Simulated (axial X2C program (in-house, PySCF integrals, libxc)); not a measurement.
## Excited states of BeAu⁻ by EOM-EE-CCSD

Calculated with an axial X2C code built on PySCF integrals: two-component X2C with atomic mean-field Coulomb and Gaunt terms, Gaussian nuclei, basis Au dyall-acv3z, Be dyall-acv3z with contracted cores.

R = 2.167 Å (near the PBE0 minimum at charge -1 of the determinant lowest at the starting distance; the state shown can have its own minimum elsewhere).

Hartree–Fock spinors of BeAu⁻ (one of each Kramers pair; a window near the gap, which can cut inner shells):

```csv
ω,occupied,ε (eV),character
3/2,yes,-8.74,98% Au d
1/2,yes,-7.65,"86% Au d, 5% Be s, 3% Be p"
3/2,yes,-7.10,96% Au d
5/2,yes,-6.93,99% Au d
1/2,yes,-4.67,"40% Au s, 36% Be s, 14% Au d"
1/2,yes,-0.89,"42% Be p, 23% Au p, 16% Be s"
1/2,no,2.03,"91% Au p, 5% Be s, 3% Be p"
3/2,no,2.06,99% Au p
1/2,no,2.06,99% Au p
1/2,no,2.46,"57% Be p, 37% Au s, 6% Au p"
1/2,no,2.82,100% Be p
3/2,no,2.82,100% Be p
```

Vertical excitation energies from the closed-shell determinant state of BeAu⁻:

| Ω | excitation (eV) | cm⁻¹ | hole of the leading pair | particle of the leading pair | weight of the pair (for Ω = 0 its time-reversed partner can hold as much again) | singles weight |
| --- | --- | --- | --- | --- | --- | --- |
| 0⁻ | 1.218 | 9825 | 36% Be pσ, 26% Au pσ, 25% Be sσ | 58% Be pπ, 30% Au pπ | 0.47 | 0.95 |
| 0⁺ | 1.245 | 10040 | 36% Be pσ, 26% Au pσ, 26% Be sσ | 63% Be pπ, 32% Au pπ | 0.47 | 0.95 |
| 1 | 1.264 | 10195 | 37% Be pσ, 26% Au pσ, 25% Be sσ | 56% Be pπ, 31% Au pπ | 0.58 | 0.95 |
| 2 | 1.322 | 10660 | 36% Be pσ, 26% Au pσ, 26% Be sσ | 64% Be pπ, 32% Au pπ | 0.94 | 0.95 |
| 1 | 1.518 | 12243 | 39% Be pσ, 25% Au pσ, 21% Be sσ | 35% Au sσ, 29% Au pσ, 17% Be pσ | 0.85 | 0.94 |
| 0⁻ | 1.532 | 12356 | 39% Be pσ, 25% Au pσ, 22% Be sσ | 33% Au sσ, 27% Au pσ, 15% Be pσ | 0.47 | 0.94 |
| 1 | 1.663 | 13409 | 38% Be pσ, 26% Au pσ, 23% Be sσ | 72% Au pπ, 27% Be pπ | 0.48 | 0.92 |
| 0⁻ | 1.713 | 13818 | 37% Be pσ, 26% Au pσ, 25% Be sσ | 63% Au pσ, 26% Be pσ, 8% Au sσ | 0.46 | 0.93 |
| 1 | 1.713 | 13818 | 37% Be pσ, 26% Au pσ, 25% Be sσ | 62% Au pσ, 26% Be pσ, 8% Au sσ | 0.93 | 0.93 |
| 0⁺ | 1.770 | 14278 | 38% Be pσ, 26% Au pσ, 24% Be sσ | 85% Au pσ, 11% Be pσ | 0.46 | 0.91 |

This point took 82 s on 1 thread of Arm Neoverse N1 (shared host).

Reference electrons by ω block (each with its −ω partner): 1/2: 24, 3/2: 12, 5/2: 5, 7/2: 1. 14 electrons of BeAu⁻ correlated (inner shells frozen), 88 natural virtual spinors (a truncated set); levels can be off by some tenths of an eV. Roots sought by Ω: (0: 5, 1: 4, 2: 3, 3: 1); rows need 60 % singles weight and stop where some Ω has no more roots. Missing are any skipped roots, higher Ω and states of a further excitation; these come out far too high here and may in truth be low or lowest. T1 of the reference 0.029 (Lee–Taylor). The highest Hartree–Fock level of the anion lies at -0.89 eV; relaxation, partly offset by correlation, puts the detachment threshold some tenths of an eV to over one eV lower in magnitude, and states above it are held by the basis set and are not bound; that holds for every row here. Number of frozen shells: Au 5 s, 4 p, 2 d, 1 f; Be 1 s. Large amplitudes in the reference (orbital relaxation or multireference character) lower the reliability.
